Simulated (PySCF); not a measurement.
C$_{5}$H$_{15}$SSi$_{2}$ (SMILES C[Si](C)S[Si](C)(C)C), doublet, at a GFN2-xTB geometry. Base run: DF-SVWN5/3-21G (PySCF).

Input for PySCF:
```python
from pyscf import gto, scf, dft

mol = gto.Mole()
mol.atom = '''
    C     2.279829    1.452201   -1.189009
    Si    1.793042   -0.191608   -0.350237
    C     3.274161   -0.914850    0.602671
    S     0.236040    0.201386    1.131944
    Si   -1.599082   -0.088938    0.009507
    C    -1.603059    1.022197   -1.537536
    C    -1.702783   -1.916609   -0.513783
    C    -3.000736    0.386385    1.201947
    H     1.442999    1.907461   -1.709181
    H     2.626862    2.160134   -0.438264
    H     3.080989    1.303599   -1.906300
    H     3.014378   -1.846736    1.094561
    H     4.113107   -1.103910   -0.059810
    H     3.599216   -0.216051    1.370975
    H    -0.852895    0.701738   -2.254849
    H    -1.398749    2.057420   -1.281250
    H    -2.568758    0.990104   -2.031779
    H    -1.680000   -2.572013    0.351424
    H    -2.621809   -2.115207   -1.055733
    H    -0.869229   -2.189783   -1.155016
    H    -3.973729    0.234502    0.744557
    H    -2.960048   -0.210974    2.107740
    H    -2.928884    1.429227    1.496304
'''
mol.basis = '3-21g'
mol.charge = 0
mol.spin = 1
mol.verbose = 4
mol.build()

mf = dft.UKS(mol)
mf.xc = 'lda,vwn'
mf = mf.density_fit(auxbasis='def2-universal-jkfit')
mf.kernel()
mf.analyze()
```

Variants of this job, named by their change:

```csv
change,basis functions,E (Eh),HOMO (eV),dipole (D),core-seconds (rough)
base,114,-1165.11605,-4.25,1.88,20
basis = STO-3G,67,-1157.64908,-0.86,1.21,10
basis = LANL2DZ,99,-215.45080,-4.38,1.75,20
basis = 6-31G,114,-1171.03101,-4.27,1.82,20
basis = def2-SV(P),154,-1170.72392,-4.29,1.10,20
basis = 6-31G*,154,-1171.13240,-4.22,1.42,30
basis = 6-31+G*,186,-1171.14555,-4.45,1.33,30
basis = def2-SVP,199,-1170.76153,-4.29,1.10,30
basis = 6-31G**,199,-1171.15510,-4.23,1.41,30
basis = pcseg-1,199,-1171.15434,-4.46,1.41,40
basis = cc-pVDZ,199,-1171.19254,-4.26,1.13,30
basis = pc-1,199,-1171.19591,-4.45,1.35,40
basis = cc-pV(D+d)Z,214,-1171.20935,-4.27,1.10,40
```

Totals compare only among sets that treat the same electrons; sets with core potentials leave the core out.

Open shells are given as the SCF converged; they aren't shown to be the lowest states, and a large step between rows can be another state.
